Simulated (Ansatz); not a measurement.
`[NH2][Al]([OH])[CH]=O` + `BS` → `BSC=O` + `[NH2][AlH][OH]`  (substitution at a C–Al bond)

Computed with Ansatz on PBE0-D4/def2-TZVP structures; ΔE is electronic, products minus reactants. CCSD(T)/CBS adds triple-zeta CCSD(T) − MP2 to the extrapolated MP2 energy (def2 sets, frozen cores). This one scheme is used for every species. Functionals use def2-TZVPP. HSE06 is defined as in plane-wave codes. Each species was taken in one conformer, which may not be the lowest.

`[NH2][Al]([OH])[CH]=O`:

Cartesian coordinates in Å:
```
N 0.907 0.921 -0.934
Al 0.233 -0.254 0.186
O 1.104 -1.409 1.063
C -1.763 -0.171 0.408
O -2.355 0.669 -0.235
H 0.318 1.580 -1.420
H 1.871 1.052 -1.190
H 2.048 -1.549 1.044
H -2.362 -0.839 1.077
```

`BS`:

```xyz
5

B     0.548   -0.166    0.088
S    -1.191   -0.217    0.380
H     1.206   -0.917    0.740
H     1.022    0.577   -0.712
H    -1.585    0.724   -0.496
```

`BSC=O`:

Z-matrix (Å, degrees):
```
B
S 1 1.767
H 1 1.189 2 117.6
H 1 1.194 2 119.6 3 -180.0
C 2 1.805 1 100.5 3 -180.0
O 5 1.187 2 123.0 1 180.0
H 5 1.106 2 112.2 1 -0.0
```

`[NH2][AlH][OH]`:

Cartesian coordinates in Å:
```
N 0.719 0.145 1.117
Al 0.057 0.037 -0.510
O -1.579 -0.399 -0.645
H 0.204 -0.032 1.964
H 1.671 0.394 1.328
H 0.958 0.339 -1.772
H -2.029 -0.484 -1.482
```

Q: Is it downhill or uphill in electronic energy at CCSD(T)/CBS, and by how much? (An estimate is asked.)

A: Computed: Downhill: ΔE = -13.9 kJ/mol.

Q: What do these levels give: PBE-D4, BLYP-D4, r2SCAN-D4, PBE0-D4, r2SCANh-D4, HSE06-D4, PBE-QIDH, PBE, r2SCAN, r2SCAN0, MP2/def2-SVP, SCS-MP2/def2-QZVPP? (Best estimate.)

A: Ansatz gave: PBE-D4 -25.7, BLYP-D4 -20.4, r2SCAN-D4 -26.6, PBE0-D4 -21.8, r2SCANh-D4 -24.8, HSE06-D4 -21.9, PBE-QIDH -20.2, PBE -25.3, r2SCAN -26.6, r2SCAN0 -22.5, MP2/def2-SVP -16.6, SCS-MP2/def2-QZVPP -15.6 kJ/mol.

Largest T1 diagnostic among the species: 0.018.

At CCSD(T), def2-SVP lies +3.1 kJ/mol from the extrapolated value and def2-TZVPP +1.0 kJ/mol. From PBE to PBE0 (25 % exact exchange), in def2-TZVPP and without D4, ΔE moves by +3.7 kJ/mol. Leaving LDA and LC-ωPBE aside and taking each functional with its dispersion term where it has one, the values, not all of them listed here, spread over 19.6 kJ/mol, from B97M-V to BHLYP-D4. LDA lies −8.2 kJ/mol from PBE without D4.
